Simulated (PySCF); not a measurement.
# A survey of ²⁹Si NMR shifts

- geometry: GFN2-xTB
- GIAO PBE0/pcSseg-1 shieldings
- program: PySCF 2.14
- non-relativistic Hamiltonian, a single conformation, fast rotation and ring inversion assumed for equivalent nuclei, in vacuum

Shieldings were converted by a linear fit to measured shifts: ²⁹Si: δ = 279.94 − 0.822σ (rms 8.9 ppm, 72 shifts, 25.8 ppm with the 6 outliers that the fit left out vs TMS, solution or neat liquid). A few per cent of atoms miss by over 2 rms, more outside the fitted compound classes.

Q: Give the ²⁹Si shifts of `[SiH3][SiH2][SiH2][SiH2]c1ccno1`, `O[SiH2][Si@]1([SiH3])[SiH2]CS1`, `CO[C@@H](C(=O)O)[Si@H](N)O[SiH3]`, `C#CC[Si@@H]1[SiH2][Si@H](N)[Si@@H]1O`, `Cl[SiH2][SiH2]c1ccccn1`, `CC[Si@@H]1[Si@H](O)[SiH2][Si@H]1C#N`, `N#CC[C@@H]([SiH3])[SiH2]CCl`, `COC[Si]([SiH3])([SiH3])C(C)=O`.

A: 
```tsv
compound	environment	δ (ppm)
[SiH3:1][SiH2:2][SiH2:3][SiH2:4][c:5]1[cH:6][cH:7][n:8][o:9]1	Si4: silicon bonded to C, Si, 2 H	-79.8
[SiH3:1][SiH2:2][SiH2:3][SiH2:4][c:5]1[cH:6][cH:7][n:8][o:9]1	Si1: silicon bonded to Si, 3 H	-98.0
[SiH3:1][SiH2:2][SiH2:3][SiH2:4][c:5]1[cH:6][cH:7][n:8][o:9]1	Si2: silicon bonded to 2 Si, 2 H	-105.2
[SiH3:1][SiH2:2][SiH2:3][SiH2:4][c:5]1[cH:6][cH:7][n:8][o:9]1	Si3: silicon bonded to 2 Si, 2 H	-111.2
[OH:1][SiH2:2][Si@:3]1([SiH3:4])[SiH2:5][CH2:6][S:7]1	Si2: silicon bonded to O, Si, 2 H	-23.7
[OH:1][SiH2:2][Si@:3]1([SiH3:4])[SiH2:5][CH2:6][S:7]1	Si3: silicon bonded to S, 3 Si, in a 4-membered ring	-24.0
[OH:1][SiH2:2][Si@:3]1([SiH3:4])[SiH2:5][CH2:6][S:7]1	Si5: silicon bonded to C, Si, 2 H, in a 4-membered ring	-38.4
[OH:1][SiH2:2][Si@:3]1([SiH3:4])[SiH2:5][CH2:6][S:7]1	Si4: silicon bonded to Si, 3 H	-92.5
[CH3:1][O:2][C@@H:3]([C:4](=[O:5])[OH:6])[Si@H:7]([NH2:8])[O:9][SiH3:10]	Si7: silicon bonded to C, N, O, H	-36.8
[CH3:1][O:2][C@@H:3]([C:4](=[O:5])[OH:6])[Si@H:7]([NH2:8])[O:9][SiH3:10]	Si10: silicon bonded to O, 3 H	-42.6
[CH:1]#[C:2][CH2:3][Si@@H:4]1[SiH2:5][Si@H:6]([NH2:7])[Si@@H:8]1[OH:9]	Si8: silicon bonded to O, 2 Si, H, in a 4-membered ring	-7.4
[CH:1]#[C:2][CH2:3][Si@@H:4]1[SiH2:5][Si@H:6]([NH2:7])[Si@@H:8]1[OH:9]	Si6: silicon bonded to N, 2 Si, H, in a 4-membered ring	-27.8
[CH:1]#[C:2][CH2:3][Si@@H:4]1[SiH2:5][Si@H:6]([NH2:7])[Si@@H:8]1[OH:9]	Si4: silicon bonded to C, 2 Si, H, in a 4-membered ring	-47.8
[CH:1]#[C:2][CH2:3][Si@@H:4]1[SiH2:5][Si@H:6]([NH2:7])[Si@@H:8]1[OH:9]	Si5: silicon bonded to 2 Si, 2 H, in a 4-membered ring	-98.5
[Cl:1][SiH2:2][SiH2:3][c:4]1[cH:5][cH:6][cH:7][cH:8][n:9]1	Si2: silicon bonded to Cl, Si, 2 H	-36.9
[Cl:1][SiH2:2][SiH2:3][c:4]1[cH:5][cH:6][cH:7][cH:8][n:9]1	Si3: silicon bonded to C, Si, 2 H	-60.6
[CH3:1][CH2:2][Si@@H:3]1[Si@H:4]([OH:5])[SiH2:6][Si@H:7]1[C:8]#[N:9]	Si4: silicon bonded to O, 2 Si, H, in a 4-membered ring	7.5
[CH3:1][CH2:2][Si@@H:3]1[Si@H:4]([OH:5])[SiH2:6][Si@H:7]1[C:8]#[N:9]	Si3: silicon bonded to C, 2 Si, H, in a 4-membered ring	-28.0
[CH3:1][CH2:2][Si@@H:3]1[Si@H:4]([OH:5])[SiH2:6][Si@H:7]1[C:8]#[N:9]	Si6: silicon bonded to 2 Si, 2 H, in a 4-membered ring	-79.0
[CH3:1][CH2:2][Si@@H:3]1[Si@H:4]([OH:5])[SiH2:6][Si@H:7]1[C:8]#[N:9]	Si7: silicon bonded to C, 2 Si, H, in a 4-membered ring	-85.9
[N:1]#[C:2][CH2:3][C@@H:4]([SiH3:5])[SiH2:6][CH2:7][Cl:8]	Si6: silicon bonded to 2 C, 2 H	-33.9
[N:1]#[C:2][CH2:3][C@@H:4]([SiH3:5])[SiH2:6][CH2:7][Cl:8]	Si5: silicon bonded to C, 3 H	-63.4
[CH3:1][O:2][CH2:3][Si:4]([SiH3:5])([SiH3:6])[C:7]([CH3:8])=[O:9]	Si4: silicon bonded to 2 C, 2 Si	-57.0
[CH3:1][O:2][CH2:3][Si:4]([SiH3:5])([SiH3:6])[C:7]([CH3:8])=[O:9]	Si5/6: silicon bonded to Si, 3 H (×2)	-99.1
```
